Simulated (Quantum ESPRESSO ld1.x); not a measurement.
The numbers below are computed, except where a source is named.
Task: The aim is neutral oxygen in [He] 2s2 2p4. What will ld1.x (Quantum ESPRESSO 7.5) do with this input?

```
 &input
    zed=8.0,
    iswitch=1,
    rel=2,
    dft='PZ',
    config='[He] 2s2 2p4 3s4',
    lsmall=.true.,
    prefix='ld1',
    max_out_wfc=37,
    file_charge='ld1.rho',
 /
```

Result: Refused. The program stops in el_config with "wrong occupancy:4": an s shell holds at most 2 electrons.

Output (excerpt):

```
     Program LD1 v.7.5 starts

 %%%%%%%%%%%%%%%%%%%%%%%%%%%%%%%%%%%%%%%%%%%%%%%%%%%%%%%%%%%%%%%%%%%%%%%%%%%%%%
     Error in routine el_config (4):
     wrong occupancy:4
 %%%%%%%%%%%%%%%%%%%%%%%%%%%%%%%%%%%%%%%%%%%%%%%%%%%%%%%%%%%%%%%%%%%%%%%%%%%%%%

     stopping ...
```

Run on one thread of a shared host, so times are rough (Intel(R) Xeon(R) Processor @ 2.60GHz): 0.47 s of CPU time, 0.5 s wall.
